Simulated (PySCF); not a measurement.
C4H9NSi, SMILES C#C[Si@@H](NC)C.

Coordinates come from a B3LYP-D3(BJ)/def2-SVP optimisation. The structure was generated by enumeration; whether it is a known compound was not checked. One conformer was computed; it need not be the lowest.

Two levels are set side by side: PBE/def2-TZVP (PySCF) and r2SCAN/def2-TZVP (PySCF). Same geometry, gas phase. Differences are taken from unrounded values.

```
quantity                     r2SCAN
---------------------------  ------
orbital gap (eV)               4.90
highest occupied level (eV)   -5.59
lowest empty level (eV)       -0.69
dipole moment (D)              0.97
mean polarisability (bohr³)    79.5
```

Task: What does PBE give, and how far is it from r2SCAN? (An estimate is asked for; the answer gives what the named calculation found.)

Result: 
```json
[
 {"quantity": "orbital gap (eV)", "PBE": "4.38", "PBE minus r2SCAN": "-0.52"},
 {"quantity": "highest occupied level (eV)", "PBE": "-5.32", "PBE minus r2SCAN": "0.27"},
 {"quantity": "lowest empty level (eV)", "PBE": "-0.94", "PBE minus r2SCAN": "-0.25"},
 {"quantity": "dipole moment (D)", "PBE": "1.00", "PBE minus r2SCAN": "0.03"},
 {"quantity": "mean polarisability (bohr³)", "PBE": "81.7", "PBE minus r2SCAN": "2.2"}
]
```

Rough cost on one machine, each run with all the roots and properties that it gave: r2SCAN against PBE about 4 times.
